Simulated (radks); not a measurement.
Values are calculated unless marked as measured or tabulated.
Ionisation of the phosphorus ion P2+, [Ne] 3s2 3p1, to P3+, [Ne] 3s2, under several functionals. Scalar-relativistic Kohn-Sham, spin-unpolarised, spherical densities, finite nucleus; a radial shooting solver on a logarithmic mesh with Libxc functionals. The NIST Atomic Spectra Database gives 30.203 eV (measured). Rank these functionals by the error of their Delta-SCF ionisation energy: Wu-Cohen GGA; SCAN; LDA (Slater exchange, Perdew-Wang correlation); XLYP; LDA (Slater exchange, Perdew-Zunger correlation); BLYP; exchange-only PBE; exchange-only B88.

Answer. From best to worst: LDA (Slater exchange, Perdew-Zunger correlation) 29.895 eV (-0.308); LDA (Slater exchange, Perdew-Wang correlation) 29.889 eV (-0.313); Wu-Cohen GGA 29.758 eV (-0.445); XLYP 29.701 eV (-0.501); BLYP 29.670 eV (-0.532); SCAN 29.553 eV (-0.650); exchange-only B88 28.861 eV (-1.342); exchange-only PBE 28.832 eV (-1.371). Spin polarisation and multiplet splitting are left out, so open shells lie too high by an amount that depends on their filling.

Beside tabulated values, note that spin-unpolarised runs miss the spin-polarisation part of the exchange energy of open shells.
